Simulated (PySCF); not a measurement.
## Unknown compound

Molecular formula: C7H12OSi. Simulated spectra:

$^{1}$H NMR (400 MHz, computed): δ 7.15 (m, 1H), 6.16 (d, 1H), 4.47 (m, 1H), 3.77 (m, 1H), 3.37 (m, 1H), 3.34 (m, 1H), 2.73 (m, 1H), 2.60 (m, 1H), 1.07 (m, 1H), 0.96 (m, 1H), 0.90 (m, 1H), 0.87 (m, 1H).

$^{13}$C{$^{1}$H} NMR (computed): δ 165.2 (CH), 132.5 (CH), 73.0 (CH2), 61.6 (CH2), 36.8 (CH2), 18.7 (CH2), 7.9 (CH2).

[PySCF 2.14: GIAO PBE0/pcSseg-1 shieldings; GFN2-xTB structure; one conformer; no relativistic terms; isolated molecule]

Shifts are taken against calculated references (same method and geometry level): $^{1}$H (31.72 ppm), $^{13}$C (186.93 ppm) against TMS.

Task: Propose a structure and justify it.

Result: 
1. The formula gives 3 degrees of unsaturation (2 rings in the answer).
2. 7 carbon signals for 7 carbons: no two carbons are equivalent.
3. Carbon types of the structure: 2 × CH, 5 × CH2, which accounts for all hydrogens.
4. δC 165.2, 132.5: alkene CH.
5. δC 73.0: sp3 CH2 bonded to O; the inductive effect lowers its shielding.
6. δC 61.6: sp3 CH2 bonded to O and Si; pulled downfield by the heteroatom.
7. δC 36.8: allylic sp3 CH2; aliphatic region, no heteroatom directly attached.
8. δH 7.15, 6.16: hydrogen on an alkene CH; attached to an sp2 carbon and in the plane of the double bond.
9. δH 4.47, 3.37: hydrogen on an sp3 CH2 bonded to O; its carbon carries O, which withdraws density.
10. δH 3.77, 3.34: hydrogen on an sp3 CH2 bonded to O and Si; its carbon carries O, which withdraws density.

Structure: `InChI=1S/C7H12OSi/c1-2-5-9(4-1)6-3-8-7-9/h1,4H,2-3,5-7H2/t9-/m0/s1`.

This is the structure that produced the data.

Shifts are as computed. Against solution values, carbons near 30 ppm lie about +3 ppm off and those near 130 ppm about +5 ppm. Of 1309 compounds with measured shifts, 239 miss one by over three times the rms of a fit or turn the order of signals round; such compounds aren't used in these exercises. No couplings were computed; multiplicities are counted from neighbouring protons, with m where these are inequivalent, close in shift, in a saturated or five-membered ring or joined by F or P, and br s for small geminal =CH2 splittings.
